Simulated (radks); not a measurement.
Results of a calculation; reference values are marked as such.
K III, configuration [Ne] 3s2 3p5 (the NIST ground configuration). Level of theory: non-relativistic Kohn-Sham, PBE, spin-polarised, spherical densities, point nucleus; open shells are filled with parallel spins first (a radial shooting solver on a logarithmic mesh with Libxc functionals).

Unscreened Slater integrals over Kohn-Sham orbitals (cm^-1). They are taken over the spin-up orbitals.

integral,value
"F0(3p,3p)",146740
"F2(3p,3p)",74090
"F0(3p,3s)",152830
"G1(3p,3s)",101850
"F0(3p,2p)",199510
"F2(3p,2p)",36478
"G0(3p,2p)",14435
"G2(3p,2p)",14713
"F0(3s,3s)",159760
"F0(3s,2p)",212280
"G1(3s,2p)",16603
"F0(2p,2p)",572500
"F2(2p,2p)",267220

Derived for the open shells (J is the average intra-shell exchange parameter used in DFT+U). 3p: J = F2/5 = 14820 cm^-1.
